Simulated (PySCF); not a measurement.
C4H7NSi, SMILES [SiH3]/C=C(\C#N)C. Heavy atoms are numbered as in [CH3:1]/[C:2]([C:3]#[N:4])=[CH:5]/[SiH3:6]. Hydrogens are named by the atom that carries them.

Coordinates come from a PBE0-D3(BJ)/def2-SVP optimisation. A frequency run showed that this geometry is not a minimum. The structure was generated by enumeration; whether it is a known compound was not checked.

Level of theory: PBE/pcSseg-1 in PySCF.

GIAO shieldings, no solvent; atoms alike by connectivity are averaged. δ = σ(ref) − σ: ¹³C against TMS (σ = 182.0 ppm); ¹⁵N against NH3 (σ = 267.0 ppm); ²⁹Si against TMS (σ = 335.4 ppm); ¹H against TMS (σ = 31.49 ppm), references at their B3LYP-D3(BJ)/def2-TZVP geometries, non-relativistic.

```json
[
 {"nucleus": "¹³C", "atoms": "C5 (CH)", "count": "1", "δ (ppm)": "145.6"},
 {"nucleus": "¹³C", "atoms": "C2", "count": "1", "δ (ppm)": "140.2"},
 {"nucleus": "¹³C", "atoms": "C3", "count": "1", "δ (ppm)": "123.1"},
 {"nucleus": "¹³C", "atoms": "C1 (CH3)", "count": "1", "δ (ppm)": "31.0"},
 {"nucleus": "¹⁵N", "atoms": "N4", "count": "1", "δ (ppm)": "327.5"},
 {"nucleus": "²⁹Si", "atoms": "Si6 (SiH3)", "count": "1", "δ (ppm)": "-82.6"},
 {"nucleus": "¹H", "atoms": "H on C5", "count": "1", "δ (ppm)": "6.77"},
 {"nucleus": "¹H", "atoms": "H on Si6", "count": "3", "δ (ppm)": "4.59"},
 {"nucleus": "¹H", "atoms": "H on C1", "count": "3", "δ (ppm)": "2.39"}
]
```
